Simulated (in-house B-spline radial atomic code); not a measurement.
PBEsol excitations of Cu⁺

Method: PBEsol. Computed with a B-spline radial code for spherical atoms: linear response of the closed shell [Ar] 3d10 with the functional's adiabatic kernel; non-relativistic, point nucleus, no spin-orbit coupling, no double excitations, S, P, D and F terms only. Only terms of natural parity with L up to 3 were computed.

Without relativity these are model numbers for so heavy an element.

Command:
```bash
python run_td.py task.json out
```
Settings (radii: box in bohr, nucleus in fm):
```
Z                        29
electrons                28
configuration            [Ar] 3d10
hamiltonian              nr
method                   pbesol
box_radius               41.61
intervals                57
```

Time taken, with all properties: 1.5 s on 1 thread of Arm Neoverse N1, with other jobs on the host.

The lowest states, in the order of their Tamm-Dancoff energies; the method's threshold (minus the highest occupied level) is 13.734 eV. Labels give the largest channel, * marks a mixed state, and oscillator strengths are full-response dipole values. Semilocal kernels can invert the small singlet-triplet splittings of Rydberg terms. Energies in eV:

| state | full response | Tamm-Dancoff | oscillator strength |
| --- | --- | --- | --- |
| 3d → 4s 3D | ? | ? | - |
| 3d → 4s 1D | 2.378 | 2.390 | - |
| 3d → 4p 3P | 6.966 | 7.001 | - |
| 3d → 4p 3F | ? | ? | - |
| 3d → 4p 1F | 7.261 | 7.266 | - |
| 3d → 4p 1P | 7.844 | 7.910 | 0.345 |
| 3d → 5s 3D | 10.664 | 10.668 | - |
| 3d → 5s 1D | 10.727 | 10.729 | - |
| 3d → 4d 3S | 11.569 | 11.579 | - |
| 3d → 5p 3P | 11.703 | 11.707 | - |
| 3d → 5p 3F | 11.723 | 11.726 | - |
| 3d → 4d 3D | 11.736 | 11.738 | - |
| 3d → 5p 1F | 11.753 | 11.754 | - |
| 3d → 4d 1D | 11.801 | 11.804 | - |
| 3d → 5p 1P | 11.831 | 11.841 | 0.0268 |
| 3d → 4d 1S | 12.049 | 12.091 | - |

Task: Where does 3d → 4p 3F lie?

Result: At 7.076 eV in full response, 7.098 eV in Tamm-Dancoff.

Task: Where does 3d → 4s 3D lie?

Result: At 1.824 eV in full response, 1.890 eV in Tamm-Dancoff.

Task: How large is the singlet-triplet splitting of 3d → 4s (D terms) in Tamm-Dancoff?

Result: 0.5 eV, from the unrounded values.

Task: What polarisabilities and dispersion coefficient does the method give?

Result: Dipole 8.027 bohr³, quadrupole 66.82 bohr⁵, C6 27.24 hartree·bohr⁶ for two such species.
